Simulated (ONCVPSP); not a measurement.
## antimony: variants of one ONCV potential

Base potential:

Sb, optimised norm-conserving Vanderbilt (ONCV), made with ONCVPSP 4.0.1 (LDA (Perdew-Zunger), scalar-relativistic). Core [Kr] 4d10, reference 5s2 5p1 (charge +2). Waves: 5s: rc 1.70 bohr, ncon 5, nbas 10, qcut 3.2 1/bohr, 1 projector; 5p: rc 1.70 bohr, ncon 4, nbas 7, qcut 5 1/bohr, 2 projectors, debl 3.2 Ha. Local part: polynomial inside 1.60 bohr (lpopt 5, dvloc0 1 Ha). Core correction: none.

Cutoffs, loose and tight: the cutoffs (Ha) at which the residual kinetic energy of the hardest occupied pseudo-wave falls to 1 and 0.1 mHa per electron. They do not see the model core or the augmentation charge, which bear on the density cutoff. Test errors are all-electron minus pseudo excitation energies from the reference, over the configurations 5s2 5p3; 5s2 5p2; 5s2 5p0; 5s1 5p4. A dash means not determined; rows that change the core or the reference have their own tests.

A true bound ghost makes a file unfit for plane-wave use even where its test errors are small: the radial tests pick states by their node count and pass the ghost by.

| change | outcome | cutoff, loose | cutoff, tight | bound ghosts | GHOST(+) flags above zero | largest test error (meV) |
| --- | --- | --- | --- | --- | --- | --- |
| base | generated | 42 Ha | 95 Ha | s, p | none | +47 |
| local potential polynomial inside 1.60 bohr (lpopt 5, dvloc0 -2 Ha) | generated | 42 Ha | 95 Ha | s, p | none | +51 |
| local potential polynomial inside 1.60 bohr (lpopt 5, dvloc0 0 Ha) | generated | 42 Ha | 95 Ha | s, p | none | +50 |
| local potential polynomial inside 1.60 bohr (lpopt 5, dvloc0 1.5 Ha) | generated | 42 Ha | 95 Ha | p | none | 4 of 4 tests not solved or not reliable |
| local potential polynomial inside 1.60 bohr (lpopt 5, dvloc0 3.5 Ha) | generated | 42 Ha | 95 Ha | p | s | +51 |
| local potential polynomial inside 1.60 bohr (lpopt 5, dvloc0 6 Ha) | generated | 42 Ha | 95 Ha | p | none | +50 |
| local potential polynomial inside 1.60 bohr (lpopt 5, dvloc0 7.5 Ha) | generated | 42 Ha | 95 Ha | p | none | +49 |
| local potential polynomial inside 1.60 bohr (lpopt 5, dvloc0 8.5 Ha) | generated | 42 Ha | 95 Ha | p | none | +49 |

Reading the sweep of the dvloc0 (base included, trends over the rows without a ghost): Bound ghosts are found at -2, 0, 1, 1.5, 3.5, 6, 7.5, 8.5 Ha. Every judged row has one, so this setting neither creates nor removes them.
